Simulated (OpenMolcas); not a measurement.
## Er3+ in a ligand field

Er3+ with 8 ligands (oxide) in square antiprismatic coordination (D4d) at 2.38 Å, a polar angle of 57.9° against the regular 57.3°. A charge of +1.62 e stands 2.6 Å behind each ligand. Ligand basis ANO-RCC-VDZP.
```
Er    0.0000    0.0000    0.0000
O     1.8621    0.7713    1.2657
O    -0.7713    1.8621    1.2657
O    -1.8621   -0.7713    1.2657
O     0.7713   -1.8621    1.2657
O     1.8621   -0.7713   -1.2657
O     0.7713    1.8621   -1.2657
O    -1.8621    0.7713   -1.2657
O    -0.7713   -1.8621   -1.2657
```

| Quantity | Value |
| --- | --- |
| Program | OpenMolcas |
| Method | CASSCF |
| Basis | ANO-RCC-VDZP [7s6p4d2f1g] |
| Scalar Hamiltonian | DKH2, point nucleus |
| Active space | 11 electrons in 7 orbitals (4f) |
| State averaging | 2S+1 = 4 odd, 35 roots (30 in the spin-orbit step); 2S+1 = 2 odd, 35 roots kept (CI in the orbitals of an earlier block) |
| Spin-orbit coupling | RASSI with atomic mean-field integrals over the reference wave functions |

The lowest spin-free states, above the lowest:

```csv
State,Degeneracy,E (cm-1),Free-ion L (%)
2S+1 = 4,2,0.0,I (100)
2S+1 = 4,2,76.3,I (100)
2S+1 = 4,1,88.5,I (100)
2S+1 = 4,2,123.9,I (100)
2S+1 = 4,2,201.5,I (100)
2S+1 = 4,1,213.1,I (100)
2S+1 = 4,1,213.6,I (100)
2S+1 = 4,2,253.0,I (100)
2S+1 = 2,1,17902,H (100)
2S+1 = 2,2,17904,H (100)
2S+1 = 2,4,17909,H (100)
2S+1 = 2,1,17918,H (100)
2S+1 = 2,1,17919,H (100)
2S+1 = 2,2,17960,H (100)
2S+1 = 4,1,18102,F (100)
2S+1 = 4,2,18142,F (100)
2S+1 = 4,1,18233,S (100)
2S+1 = 4,2,18293,F (100)
2S+1 = 4,2,18331,F (100)
2S+1 = 2,2,23764,G (100)
```

The lowest levels with spin-orbit coupling:

```csv
E (cm-1),Degeneracy,2S+1,J,|mJ| (%),g
0.0,2,4,7.51,15/2 (100),0.00 0.00 17.93
68.2,2,4,7.51,13/2 (100),0.00 0.00 15.53
127.1,2,4,7.52,1/2 (100),1.21 9.57 9.57
157.8,2,4,7.52,3/2 (100),0.00 0.00 3.61
169.1,2,4,7.52,11/2 (100),0.00 0.00 13.12
203.6,2,4,7.52,5/2 (100),0.00 0.00 6.00
231.1,2,4,7.52,9/2 (100),0.35 0.35 10.73
237.6,2,4,7.52,7/2 (100),0.35 0.35 8.36
6658,2,4,6.51,13/2 (100),0.00 0.00 14.36
6750,2,4,6.51,11/2 (100),0.00 0.00 12.14
6793,2,4,6.52,1/2 (100),1.12 7.75 7.75
6811,2,4,6.52,3/2 (100),0.00 0.00 3.34
6818,2,4,6.52,9/2 (100),0.00 0.00 9.91
6836,2,4,6.52,5/2 (100),0.00 0.00 5.53
6846,2,4,6.52,7/2 (100),0.00 0.00 7.71
10802,2,4 (89 %),5.51,11/2 (100),0.00 0.00 10.77
10879,2,4 (89 %),5.51,9/2 (100),0.02 0.02 8.81
10909,2,4 (89 %),5.51,1/2 (100),0.99 5.89 5.89
10920,2,4 (89 %),5.51,3/2 (100),0.00 0.00 2.95
10922,2,4 (89 %),5.52,7/2 (100),0.02 0.02 6.81
```

Powder χT (cm3 K/mol): 10.1 at 2 K, 10.3 at 10 K, 11 at 50 K, 11.2 at 100 K, 11.3 at 200 K, 11.4 at 300 K. The effective moment at 300 K is 2.828 √(χT) = 9.54 μB.

Hund's rules give f11 the level 4I15/2 with g = 1.200, so an isolated free-ion multiplet has χT = g² J(J+1) / 8 = 11.475 cm3 K/mol. The computed 11.370 at 300 K differs by -1 %, through the field's splitting, the mixing of terms and any other multiplet in reach.

Stevens parameters of the J = 15/2 multiplet, which is 238 cm-1 wide (cm-1, z along the main axis): B20 = -9.493e-01, B40 = -4.605e-03, B60 = 2.868e-05.

Metal share of the active 4f orbitals (Löwdin): 100, 100, 100, 100, 100, 100, 100 %; Mulliken charge of the metal 1.37.

High states are left out of the spin-orbit mixing, which shifts the levels that they would mix with. The oxide ions are held by bare point charges, a crude embedding. Without dynamic correlation the ligand-field splitting of an f shell can come out too small, at times by half. A group larger than the point group allows holds several states that coincide in this model. The first state left out of the spin-orbit step lies near 33000 cm-1 above the lowest spin-free state of the reference (among the parities and spins computed), and the lists stop at four fifths of that energy or lower. No measured value stands beside these numbers; the geometry is a model, was not optimised and need not be the one that this ion takes.

The RASSCF and RASSI steps took 2.3 min on 1 thread of Arm Neoverse V2, with other jobs on the host; the integral step is not counted.
